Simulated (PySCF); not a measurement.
## Electronic structure of Cu(2+) (copper, charge +2) at the PBE level

Configuration: [Ar] 3d8 4p1, one real determinant (an excited configuration). Computed with PySCF 2.14 in aug-cc-pwCVTZ-PP with ECP10MDF (8s8p7d4f3g, 122 functions), with scalar relativity through the core potential.

```json
{
  "Total energy": "-195.7040 hartree",
  "One-electron energy": "-332.3764 hartree",
  "Hartree (Coulomb) energy": "154.6439 hartree",
  "Exchange-correlation energy": "-17.9716 hartree",
  "⟨S²⟩": "3.7504",
  "⟨L²⟩": "14.010",
  "Sum of ⟨r⟩": "15.38 bohr",
  "Sum of ⟨r²⟩": "20.21 bohr²",
  "Traceless quadrupole moment −½Σ⟨3z² − r²⟩ along its main axis": "-3.09 e·bohr²"
}
```

```tsv
shell	electrons	mean orbital energy (eV)	spread (eV)	rms radius, mean of both spins (bohr)
3s α	1	-151.39	0	0.761
3s β	1	-148.37	0	0.761
3p α	3	-108.06	0.358	0.804
3p β	3	-105.06	0.496	0.804
3d α	5	-39.248	1.896	0.971
3d β	3	-37.150	0.396	0.971
4p α	1	-18.685	0	2.76
```

⟨L²⟩ = 14.01 against 20 for a pure G term, so this real determinant mixes terms. Energies and moments cover only the electrons outside the core potential.
